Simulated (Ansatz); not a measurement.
Reaction (hydrogenolysis of the Si–O bond): `O[SiH](S)CF` + H₂ → `FC[SiH2]S` + H₂O

Calculated with Ansatz (gas phase, PBE0-D4/def2-TZVP geometries, no zero-point term in ΔE). CBS: MP2 limit from def2 TZ/QZ plus the TZ coupled-cluster correction, frozen cores. This one scheme is used for every species. DFT in def2-TZVPP. B3LYP here is the variant with VWN-RPA as its local correlation; programs differ in this. HSE06 is defined as in plane-wave codes. Each species was taken in one conformer, which may not be the lowest.

```json
{"level": "LDA (SPW92)", "ΔE (kJ/mol)": "83.9", "difference from CCSD(T)/CBS": "2.7"}
{"level": "PBE-D4", "ΔE (kJ/mol)": "78.9", "difference from CCSD(T)/CBS": "-2.3"}
{"level": "revPBE-D4", "ΔE (kJ/mol)": "81.0", "difference from CCSD(T)/CBS": "-0.2"}
{"level": "BLYP-D4", "ΔE (kJ/mol)": "86.2", "difference from CCSD(T)/CBS": "5.0"}
{"level": "r2SCAN-D4", "ΔE (kJ/mol)": "88.5", "difference from CCSD(T)/CBS": "7.3"}
{"level": "B97M-V", "ΔE (kJ/mol)": "85.2", "difference from CCSD(T)/CBS": "4.0"}
{"level": "PBE0-D4", "ΔE (kJ/mol)": "77.1", "difference from CCSD(T)/CBS": "-4.1"}
{"level": "B3LYP-D4", "ΔE (kJ/mol)": "84.2", "difference from CCSD(T)/CBS": "3.0"}
{"level": "r2SCANh-D4", "ΔE (kJ/mol)": "87.1", "difference from CCSD(T)/CBS": "5.9"}
{"level": "r2SCAN0-D4", "ΔE (kJ/mol)": "85.1", "difference from CCSD(T)/CBS": "3.9"}
{"level": "HSE06-D4", "ΔE (kJ/mol)": "76.9", "difference from CCSD(T)/CBS": "-4.3"}
{"level": "BHLYP-D4", "ΔE (kJ/mol)": "83.9", "difference from CCSD(T)/CBS": "2.7"}
{"level": "CAM-B3LYP-D4", "ΔE (kJ/mol)": "85.3", "difference from CCSD(T)/CBS": "4.1"}
{"level": "ωB97X-V", "ΔE (kJ/mol)": "82.4", "difference from CCSD(T)/CBS": "1.2"}
{"level": "ωB97M-V", "ΔE (kJ/mol)": "85.1", "difference from CCSD(T)/CBS": "3.9"}
{"level": "PBE-QIDH", "ΔE (kJ/mol)": "79.9", "difference from CCSD(T)/CBS": "-1.3"}
{"level": "PBE", "ΔE (kJ/mol)": "74.8", "difference from CCSD(T)/CBS": "-6.4"}
{"level": "revPBE", "ΔE (kJ/mol)": "70.1", "difference from CCSD(T)/CBS": "-11.1"}
{"level": "r2SCAN", "ΔE (kJ/mol)": "87.5", "difference from CCSD(T)/CBS": "6.3"}
{"level": "PBE0", "ΔE (kJ/mol)": "73.6", "difference from CCSD(T)/CBS": "-7.6"}
{"level": "B3LYP", "ΔE (kJ/mol)": "77.6", "difference from CCSD(T)/CBS": "-3.6"}
{"level": "r2SCANh", "ΔE (kJ/mol)": "86.0", "difference from CCSD(T)/CBS": "4.8"}
{"level": "r2SCAN0", "ΔE (kJ/mol)": "83.8", "difference from CCSD(T)/CBS": "2.6"}
{"level": "BHLYP", "ΔE (kJ/mol)": "78.8", "difference from CCSD(T)/CBS": "-2.4"}
{"level": "CAM-B3LYP", "ΔE (kJ/mol)": "81.6", "difference from CCSD(T)/CBS": "0.4"}
{"level": "LC-ωPBE", "ΔE (kJ/mol)": "76.9", "difference from CCSD(T)/CBS": "-4.3"}
{"level": "RPA@PBE/def2-TZVPP", "ΔE (kJ/mol)": "77.1", "difference from CCSD(T)/CBS": "-4.1"}
{"level": "HF/def2-SVP", "ΔE (kJ/mol)": "60.1", "difference from CCSD(T)/CBS": "-21.1"}
{"level": "CCSD/def2-SVP", "ΔE (kJ/mol)": "66.9", "difference from CCSD(T)/CBS": "-14.3"}
{"level": "CCSD(T)/def2-SVP", "ΔE (kJ/mol)": "69.3", "difference from CCSD(T)/CBS": "-11.9"}
{"level": "MP2/def2-TZVPP", "ΔE (kJ/mol)": "87.3", "difference from CCSD(T)/CBS": "6.1"}
{"level": "SCS-MP2/def2-TZVPP", "ΔE (kJ/mol)": "83.5", "difference from CCSD(T)/CBS": "2.3"}
{"level": "CCSD/def2-TZVPP", "ΔE (kJ/mol)": "77.7", "difference from CCSD(T)/CBS": "-3.5"}
{"level": "CCSD(T)/def2-TZVPP", "ΔE (kJ/mol)": "80.7", "difference from CCSD(T)/CBS": "-0.5"}
{"level": "HF/def2-QZVPP", "ΔE (kJ/mol)": "73.0", "difference from CCSD(T)/CBS": "-8.2"}
{"level": "MP2/def2-QZVPP", "ΔE (kJ/mol)": "87.7", "difference from CCSD(T)/CBS": "6.5"}
{"level": "SCS-MP2/def2-QZVPP", "ΔE (kJ/mol)": "83.9", "difference from CCSD(T)/CBS": "2.7"}
{"level": "HF/CBS(def2)", "ΔE (kJ/mol)": "73.0", "difference from CCSD(T)/CBS": "-8.2"}
{"level": "MP2/CBS(def2)", "ΔE (kJ/mol)": "87.9", "difference from CCSD(T)/CBS": "6.7"}
{"level": "CCSD/CBS(def2)", "ΔE (kJ/mol)": "78.2", "difference from CCSD(T)/CBS": "-3.0"}
{"level": "CCSD(T)/CBS", "ΔE (kJ/mol)": "81.2", "difference from CCSD(T)/CBS": "0"}
```

Largest T1 diagnostic among the species: 0.012.

At CCSD(T), def2-SVP lies −11.9 kJ/mol from the extrapolated value and def2-TZVPP −0.5 kJ/mol. From r2SCAN to r2SCAN0 (25 % exact exchange), in def2-TZVPP and without D4, ΔE moves by −3.6 kJ/mol.

CCSD(T)/CBS has its own doubt, a few kJ/mol and more with outer-core shells, so smaller differences from it don't rank the levels.
